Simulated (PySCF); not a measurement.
Fractional electron number in Be⁺ (beryllium, charge +1)

The 2s alpha orbital of [He] 2s1 is emptied in steps (occupation f), with all orbitals relaxed, ending at 1s2. Computed with PySCF 2.14 in aug-cc-pVDZ (4s3p2d, 23 functions), with the non-relativistic Hamiltonian (point nucleus). The exact energy is a straight line in f; departures are measured from the line between the end points of the same method.

| f | UHF (eV) | LDA (eV) | PBE (eV) | PBE0 (eV) | BHandHLYP (eV) | B3LYP (eV) | HSE06 (eV) |
| --- | --- | --- | --- | --- | --- | --- | --- |
| 1 | 0.000 | 0.000 | 0.000 | 0.000 | 0.000 | 0.000 | 0.000 |
| 0.9 | 0.000 | -0.345 | -0.351 | -0.260 | -0.192 | -0.295 | -0.295 |
| 0.7 | 0.000 | -0.786 | -0.803 | -0.592 | -0.444 | -0.678 | -0.676 |
| 0.5 | 0.000 | -0.901 | -0.930 | -0.683 | -0.524 | -0.791 | -0.785 |
| 0.3 | 0.000 | -0.709 | -0.750 | -0.548 | -0.436 | -0.646 | -0.634 |
| 0.1 | 0.000 | -0.261 | -0.297 | -0.216 | -0.189 | -0.265 | -0.250 |
| 0 | 0.000 | 0.000 | 0.000 | 0.000 | 0.000 | 0.000 | 0.000 |

```csv
method,E(f=0) − E(f=1) (eV),−ε at f=1 (eV),−ε at f=0.5 (eV)
UHF,18.091,18.092,18.091
LDA,18.174,14.306,18.389
PBE,18.429,14.501,18.583
PBE0,18.401,15.490,18.528
BHandHLYP,18.437,16.301,18.460
B3LYP,18.547,15.257,18.639
HSE06,18.394,15.085,18.519
```

Orbital energy along the path (eV):

```csv
f,UHF,LDA,PBE,PBE0,BHandHLYP,B3LYP,HSE06
1,-18.092,-14.306,-14.501,-15.490,-16.301,-15.257,-15.085
0.9,-18.091,-15.141,-15.338,-16.118,-16.741,-15.946,-15.793
0.7,-18.091,-16.794,-16.991,-17.351,-17.610,-17.310,-17.178
0.5,-18.091,-18.389,-18.583,-18.528,-18.460,-18.639,-18.519
0.3,-18.091,-19.840,-20.048,-19.599,-19.278,-19.889,-19.757
0.1,-18.091,-20.855,-21.282,-20.486,-20.070,-20.974,-20.801
0,-18.091,-20.082,-20.531,-19.875,-20.658,-21.302,-20.124
```

As f goes to zero the orbital energy of a semilocal functional can turn back, because the density of that orbital vanishes from the exchange-correlation potential.

Reference removal energy between the ground levels: 18.211 eV (measured; NIST Atomic Spectra Database, ionization energies). UHF lacks correlation.
